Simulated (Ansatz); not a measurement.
Ansatz (a first-principles code) input for YOBr, SMILES [O]=[Y][Br], CAM-B3LYP/def2-TZVPD. Geometry: PBE-D3(BJ)/def2-TZVP. The def2 effective core potentials stand for the cores of Y; spin–orbit coupling is left out.

Ansatz 0.2 input:
```yaml
crystal:
  periodic: [false, false, false]
  atoms:
    - {symbol: Y, position_ang: [0.32929162, 1.01848182, 0.00000000]}
    - {symbol: O, position_ang: [-1.14467364, 2.07594889, 0.00000000]}
    - {symbol: Br, position_ang: [-0.10528526, -1.60938234, 0.00000000]}
basis:
  gaussian:
    orbitals: def2-TZVPD
hamiltonian:
  xc: {name: CAM-B3LYP}
```

Log of the run:

```
WARN ansatz: RAYON_NUM_THREADS=1 ignored (pool sized by the plan → 1); use --threads N
Functional definition: CAM-B3LYP
integrals: 0.08 GiB planned
1007 factors; their error is unknown
integrals: 0.11 GiB planned
254 factors; integrals over basis functions are off by at most 7.4e-5 eV
mean field: 0.64 GiB planned
mean field evaluation 1: about -73127.3376 eV, gradient 8.5e1 eV
mean field evaluation 2: about -72932.5534 eV, gradient 2.2e2 eV
mean field evaluation 4: about -73141.2937 eV, gradient 8.6e0 eV
mean field evaluation 8: about -73141.4318 eV, gradient 3.2e-1 eV
mean field evaluation 16: about -73141.6925 eV, gradient 8.1e-4 eV
mean field -73141.69250337 eV, -2687.9076222789 hartree, gradient 6.8e-5 eV, S^2 0.000000; 0 other end points of the search recorded, 0 dependent functions left out
reference -73141.69262191 eV, -2687.9076266353 hartree; 27, 27 occupied and 110, 110 virtual orbitals, 1007 factors
Total energy: -73141.69262191 eV, -2687.9076266353 hartree
```

Self-consistency was reached.

Cost: roughly 5 core-seconds.
